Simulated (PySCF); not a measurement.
Cl$_{2}$CrO$_{2}$, charge +1, doublet, geometry from GFN2-xTB (such geometries of metal compounds can be far from the true shape) (the multiplicity is a formal guess). Base run: DF-B3LYP/def2-SVP in PySCF.

PySCF was given this input:
```python
from pyscf import gto, scf, dft

mol = gto.M(
    atom='''
Cr    0.350137   -0.061119    0.112889
O     1.430549   -0.591872   -0.871559
O     0.778263    0.206308    1.583712
Cl   -0.365250    1.694613   -0.647934
Cl   -1.168502   -1.426886    0.153431
''',
    basis='def2-svp',
    charge=1,
    spin=1,
    verbose=4,
)

mf = dft.UKS(mol)
mf.xc = 'b3lyp'
mf = mf.density_fit(auxbasis='def2-universal-jkfit')
mf.kernel()
```

Each row names what was changed in the base input (with any setting that the change needs).

```csv
change,basis functions,E (Eh),HOMO (eV)
base,95,-2114.45293,-15.68
basis = cc-pVDZ-DK; relativity = spin-free X2C (without mf = mf.density_fit(auxbasis='def2-universal-jkfit')),107,-2124.35088,-15.58
basis = jorge-DZP-DKH; relativity = none (without mf = mf.density_fit(auxbasis='def2-universal-jkfit')),121,-2113.21431,-15.53
basis = cc-pVDZ-DK; relativity = spin-free X2C; nucleus = Gaussian (with nucmod='G'; without mf = mf.density_fit(auxbasis='def2-universal-jkfit')),107,-2124.34700,-15.58
basis = jorge-DZP-DKH; relativity = spin-free X2C; nucleus = Gaussian (with nucmod='G'; without mf = mf.density_fit(auxbasis='def2-universal-jkfit')),121,-2124.34919,-15.51
basis = x2c-SVPall; relativity = spin-free X2C (without mf = mf.density_fit(auxbasis='def2-universal-jkfit')),100,-2123.70229,-15.68
basis = jorge-DZP-DKH; relativity = spin-free X2C (without mf = mf.density_fit(auxbasis='def2-universal-jkfit')),121,-2124.35279,-15.51
basis = x2c-SVPall; relativity = spin-free X2C; nucleus = Gaussian (with nucmod='G'; without mf = mf.density_fit(auxbasis='def2-universal-jkfit')),100,-2123.69902,-15.68
basis = x2c-SVPall; relativity = none (without mf = mf.density_fit(auxbasis='def2-universal-jkfit')),100,-2112.50661,-15.70
basis = cc-pVDZ-DK; relativity = none (without mf = mf.density_fit(auxbasis='def2-universal-jkfit')),107,-2111.64638,-15.60
```

Total energies compare only within one method and basis.

Open shells are given as the SCF converged; they aren't shown to be the lowest states, and a large step between rows can be another state.

Basis sets contracted for a relativistic Hamiltonian are a mismatch without it, so the rows without relativity aren't non-relativistic limits. No row has spin-orbit coupling; sets with core potentials leave out the core electrons.
